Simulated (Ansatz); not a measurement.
Reaction (hydrogenolysis of a C–Si bond): `FC(F)([SiH3])[SiH3]` + H₂ → `FC(F)[SiH3]` + SiH₄

Computed with Ansatz on PBE0-D4/def2-TZVP structures; ΔE is electronic, products minus reactants. CCSD(T)/CBS is the MP2 limit (def2-TZVPP, def2-QZVPP) plus CCSD(T) − MP2 in def2-TZVPP, frozen cores. This one scheme is used for every species. Functionals use def2-TZVPP. B3LYP here is the variant with VWN-RPA as its local correlation; programs differ in this. HSE06 is defined as in plane-wave codes.

| level | ΔE (kJ/mol) | difference from CCSD(T)/CBS |
| --- | --- | --- |
| B97M-V | -54.5 | -6.0 |
| PBE0-D4 | -49.8 | -1.3 |
| B3LYP-D4 | -47.7 | 0.8 |
| CAM-B3LYP-D4 | -52.7 | -4.2 |
| ωB97X-V | -50.6 | -2.1 |
| ωB97M-V | -47.9 | 0.6 |
| B2PLYP | -56.7 | -8.2 |
| PBE | -49.0 | -0.5 |
| revPBE | -53.0 | -4.5 |
| B3LYP | -60.3 | -11.8 |
| r2SCAN0 | -54.0 | -5.5 |
| HSE06 | -56.5 | -8.0 |
| BHLYP | -67.5 | -19.0 |
| MP2/def2-SVP | -59.3 | -10.8 |
| CCSD/def2-TZVPP | -59.9 | -11.4 |
| HF/def2-QZVPP | -83.5 | -35.0 |
| CCSD(T)/CBS | -48.5 | 0 |

Largest T1 diagnostic among the species: 0.013.

From r2SCAN to r2SCAN0 (25 % exact exchange), in def2-TZVPP and without D4, ΔE moves by −7.3 kJ/mol. Leaving LDA and LC-ωPBE aside and taking each functional with its dispersion term where it has one, the values, not all of them listed here, spread over 19.6 kJ/mol, from B2PLYP to revPBE-D4. LDA lies +6.5 kJ/mol from PBE without D4.

CCSD(T)/CBS has its own doubt, a few kJ/mol and more with outer-core shells, so smaller differences from it don't rank the levels.
